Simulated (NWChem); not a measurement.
Molecule: silene (CH$_{4}$Si); SMILES [SiH2]=C

Computed with NWChem. Pople sets run with spherical d functions. Each level has its own optimisation; frequencies are unscaled.

```json
[
 {"level": "BLYP/def2-SVP", "r C–Si (Å)": "1.724", "r C–H (Å)": "1.101", "r H–Si (Å)": "1.491", "highest harmonic frequency (cm⁻¹)": "3162", "lowest (cm⁻¹)": "404", "zero-point energy (kcal/mol)": "24.3"},
 {"level": "Hartree-Fock/3-21G", "r C–Si (Å)": "1.718", "r C–H (Å)": "1.074", "r H–Si (Å)": "1.476", "highest harmonic frequency (cm⁻¹)": "3409", "lowest (cm⁻¹)": "527", "zero-point energy (kcal/mol)": "26.8"},
 {"level": "CAM-B3LYP/def2-SVP", "r C–Si (Å)": "1.699", "r C–H (Å)": "[?]", "r H–Si (Å)": "1.479", "highest harmonic frequency (cm⁻¹)": "3275", "lowest (cm⁻¹)": "[?]", "zero-point energy (kcal/mol)": "25.4"},
 {"level": "Hartree-Fock/6-31G*", "r C–Si (Å)": "1.694", "r C–H (Å)": "1.076", "r H–Si (Å)": "1.467", "highest harmonic frequency (cm⁻¹)": "3416", "lowest (cm⁻¹)": "519", "zero-point energy (kcal/mol)": "27.1"},
 {"level": "PBE0-D3(BJ)/def2-TZVP", "r C–Si (Å)": "1.699", "r C–H (Å)": "1.084", "r H–Si (Å)": "1.479", "highest harmonic frequency (cm⁻¹)": "3260", "lowest (cm⁻¹)": "472", "zero-point energy (kcal/mol)": "25.1"}
]
```

Problem. What belongs in the gaps?

Solution. 
- CAM-B3LYP/def2-SVP, r C–H (Å): 1.093
- CAM-B3LYP/def2-SVP, lowest (cm⁻¹): 490
